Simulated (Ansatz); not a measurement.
K6F5⁺, 11 atoms. Hardware: 4 threads of Arm Neoverse V2 on a shared host.

Correlated methods freeze 35 core orbitals; core or outer-core shells of K are correlated, in sets that lack core-valence functions.

How many basis functions does each of these Ansatz runs have, and roughly what does it cost? RPA@PBE/def2-SVP, charge 1 singlet, energy, from earlier orbitals; PBE-D4/def2-SVP, charge 1 singlet, energy, from earlier orbitals; LC-ωPBE/def2-TZVP, charge 1 singlet, energy, from earlier orbitals; PBE0-D4/def2-SVP, charge 1 singlet, energy, from earlier orbitals; MP2/def2-SVP, charge 1 singlet, energy, from earlier orbitals; PBE0-D4/def2-SVP, charge 1 singlet, relaxation, 8 steps; PBE0-D4/def2-TZVP, charge 1 singlet, energy, from earlier orbitals; PBE-D4/def2-TZVP, charge 1 singlet, energy and forces, from earlier orbitals; r2SCAN-D4/def2-TZVP, charge 1 singlet, energy, from earlier orbitals.

Other jobs shared the machine, so times can vary by a factor of up to 3. A dash marks memory too small to be measured apart from the calling script's.

```
                                                                         run  functions  fitting or Cholesky vectors  wall time  peak host memory (GiB)
               MP2/def2-SVP, charge 1 singlet, energy, from earlier orbitals        214                         2018        7 s                    0.83
            PBE-D4/def2-SVP, charge 1 singlet, energy, from earlier orbitals        214                         2396      7.5 s                       –
           PBE0-D4/def2-SVP, charge 1 singlet, energy, from earlier orbitals        214                         2018       10 s                    0.91
PBE-D4/def2-TZVP, charge 1 singlet, energy and forces, from earlier orbitals        353                         2730       14 s                    0.95
           RPA@PBE/def2-SVP, charge 1 singlet, energy, from earlier orbitals        214                         2018       15 s                    0.67
          LC-ωPBE/def2-TZVP, charge 1 singlet, energy, from earlier orbitals        353                         2730       16 s                     1.6
        r2SCAN-D4/def2-TZVP, charge 1 singlet, energy, from earlier orbitals        353                         2730       24 s                     1.1
          PBE0-D4/def2-TZVP, charge 1 singlet, energy, from earlier orbitals        353                         2969       27 s                       2
                     PBE0-D4/def2-SVP, charge 1 singlet, relaxation, 8 steps        214                         2251       75 s                    0.91
```
